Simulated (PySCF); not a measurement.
CH9NSi4. Atoms are numbered in the order given.

```xyz
15

Si     1.6172     1.2081    -1.4392
Si     1.6748    -0.9233    -0.4448
Si    -0.2312    -1.0519     0.9257
C     -0.6442     0.7017     1.6456
N     -1.6504     1.2001     1.0122
Si    -2.1899    -0.1697    -0.0458
H      0.2970     1.4041    -2.1060
H      2.7016     1.3667    -2.4524
H      1.7811     2.2468    -0.3814
H      1.6230    -1.9922    -1.4885
H      2.9338    -1.0948     0.3432
H     -0.2071    -2.2188     1.8624
H     -0.1243     1.2985     2.4219
H     -2.2644     0.1855    -1.4914
H     -3.5152    -0.6931     0.3901
```

Geometry: B3LYP-D3(BJ)/def2-SVP. The structure was generated by enumeration; whether it is a known compound was not checked. The values are those of a single conformer.

Level of theory: PBE/def2-TZVP in PySCF.

Atomic charges (e):

```json
[
 {"atom": "Si1", "Mulliken": "0.03", "Löwdin": "0.10"},
 {"atom": "Si2", "Mulliken": "?", "Löwdin": "0.02"},
 {"atom": "Si3", "Mulliken": "0.01", "Löwdin": "0.10"},
 {"atom": "C4", "Mulliken": "?", "Löwdin": "-0.33"},
 {"atom": "N5", "Mulliken": "-0.21", "Löwdin": "-0.01"},
 {"atom": "Si6", "Mulliken": "0.20", "Löwdin": "0.18"},
 {"atom": "H7", "Mulliken": "?", "Löwdin": "-0.02"},
 {"atom": "H8", "Mulliken": "?", "Löwdin": "-0.03"},
 {"atom": "H9", "Mulliken": "?", "Löwdin": "-0.02"},
 {"atom": "H10", "Mulliken": "0.00", "Löwdin": "-0.01"},
 {"atom": "H11", "Mulliken": "0.00", "Löwdin": "-0.01"},
 {"atom": "H12", "Mulliken": "-0.01", "Löwdin": "-0.02"},
 {"atom": "H13", "Mulliken": "?", "Löwdin": "0.11"},
 {"atom": "H14", "Mulliken": "?", "Löwdin": "-0.03"},
 {"atom": "H15", "Mulliken": "?", "Löwdin": "-0.03"}
]
```

Task: Fill in the missing entries. (The exact figures need the calculation; the answer reports its results.)

Result: 
- Si2, Mulliken: 0.01
- C4, Mulliken: -0.08
- H7, Mulliken: 0.00
- H8, Mulliken: -0.01
- H9, Mulliken: -0.01
- H13, Mulliken: 0.11
- H14, Mulliken: -0.01
- H15, Mulliken: -0.01

Task: Give the Mayer and Wiberg (Löwdin basis) orders of the bonds. (The exact figures need the calculation; the answer reports its results.)

Result: 
```
bond     Mayer  Wiberg
-------  -----  ------
Si1–Si2   0.96    1.17
Si2–Si3   0.94    1.11
Si3–C4    0.92    1.08
C4–N5     1.86    2.30
Si3–Si6   0.94    1.03
N5–Si6    1.01    1.20
Si1–H7    0.93    0.95
Si1–H8    0.94    0.96
Si1–H9    0.93    0.95
Si2–H10   0.92    0.92
Si2–H11   0.92    0.92
Si3–H12   0.90    0.90
C4–H13    0.89    0.89
Si6–H14   0.91    0.94
Si6–H15   0.92    0.94
```
